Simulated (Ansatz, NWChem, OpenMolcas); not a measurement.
# Exact exchange and the HOMO–LUMO gap of CBr2Cl2 (dibromodichloromethane)

CBr2Cl2: 5 atoms, total charge 0, spin state singlet. As SMILES, `ClC(Cl)(Br)Br`. The shape is that of a PBE0-D4/def2-TZVP optimisation.

The HOMO–LUMO gap y, in eV, basis 6-31G(d); a is the functional's share of exact exchange. Programs: Ansatz 0.2.0, NWChem 7.3.0, OpenMolcas 26.06.

```
functional     program     a  y (eV)
      BLYP      NWChem     0    3.81
    revPBE      NWChem     0    3.89
     B3LYP      Ansatz   0.2    5.64
      PBE0  OpenMolcas  0.25       ?
     BHLYP      NWChem   0.5    8.39
```

**Question.** Fit y = c + s·a to the known rows and predict PBE0.

**Answer.** 
1. Means of the 4 rows: a = 0.1750, y = 5.433.
2. Σ(Δa)² = 0.1675, Σ(Δa·Δy) = 1.5203, so the slope is 1.5203/0.1675 = 9.0764.
3. Intercept: 5.433 − (9.0764) × 0.1750 = 3.845. The largest residual of the fit is 0.045.
4. PBE0: 3.845 + (9.0764) × 0.25 = 6.11 eV.

The run gave 6.15 eV, so the prediction is off by -0.04 eV, within the scatter of the fit. Exact exchange lowers occupied levels and raises empty ones. The rows mix families of semi-local functionals, which the line can't see.
